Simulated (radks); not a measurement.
Results of a calculation; reference values are marked as such.
Problem. The table gives one normalised radial function P(r) = r R(r) of P+ in [Ne] 3s2 3p2 (r in bohr). Level of theory: scalar-relativistic Kohn-Sham, SCAN, spin-unpolarised, spherical densities, finite nucleus; meta-GGA in the generalised Kohn-Sham scheme; Fermi nuclear charge, rms radius 3.1889 fm (a radial shooting solver on a logarithmic mesh with Libxc functionals).

| r | P |
|---|---|
| 0.006908 | 0.0014 |
| 0.007851 | 0.0018 |
| 0.008852 | 0.0022 |
| 0.009981 | 0.0028 |
| 0.01125 | 0.0035 |
| 0.01279 | 0.0045 |
| 0.01442 | 0.0056 |
| 0.01626 | 0.0071 |
| 0.01833 | 0.0088 |
| 0.02083 | 0.0112 |
| 0.02349 | 0.0139 |
| 0.02649 | 0.0172 |
| 0.02986 | 0.0214 |
| 0.03394 | 0.0267 |
| 0.03827 | 0.0329 |
| 0.04315 | 0.0403 |
| 0.04865 | 0.0492 |
| 0.05485 | 0.0598 |
| 0.06234 | 0.0731 |
| 0.07029 | 0.0877 |
| 0.07925 | 0.1045 |
| 0.08936 | 0.1235 |
| 0.1016 | 0.1463 |
| 0.1145 | 0.1696 |
| 0.1291 | 0.1948 |
| 0.1456 | 0.2209 |
| 0.1654 | 0.2488 |
| 0.1865 | 0.2737 |
| 0.2103 | 0.2956 |
| 0.2371 | 0.3127 |
| 0.2695 | 0.3230 |
| 0.3039 | 0.3229 |
| 0.3426 | 0.3108 |
| 0.3863 | 0.2844 |
| 0.4391 | 0.2388 |
| 0.495 | 0.1788 |
| 0.5582 | 0.1025 |
| 0.6293 | 0.0116 |
| 0.7096 | -0.0906 |
| 0.8064 | -0.2116 |
| 0.9093 | -0.3274 |
| 1.025 | -0.4420 |
| 1.156 | -0.5466 |
| 1.314 | -0.6374 |
| 1.481 | -0.6979 |
| 1.67 | -0.7273 |
| 1.883 | -0.7244 |
| 2.14 | -0.6861 |
| 2.413 | -0.6213 |
| 2.721 | -0.5354 |
| 3.068 | -0.4383 |
| 3.486 | -0.3336 |
| 3.931 | -0.2417 |
| 4.432 | -0.1643 |
| 4.997 | -0.1039 |
| 5.68 | -0.0584 |
| 6.404 | -0.0310 |
| 7.22 | -0.0150 |

Which n and l does it have? It may be an empty orbital.

Solution. n = 3, l = 1: the number of nodes gives n - l - 1 = 1, the rise at small r (about r^(l+1)) gives l, and the extent must fit the shell. The curve is that of 3p. 3p: eigenvalue -14.263 eV, 1 radial node at r = 0.638 bohr, <r> = 2.13 bohr, 90 % of the charge inside 3.28 bohr.
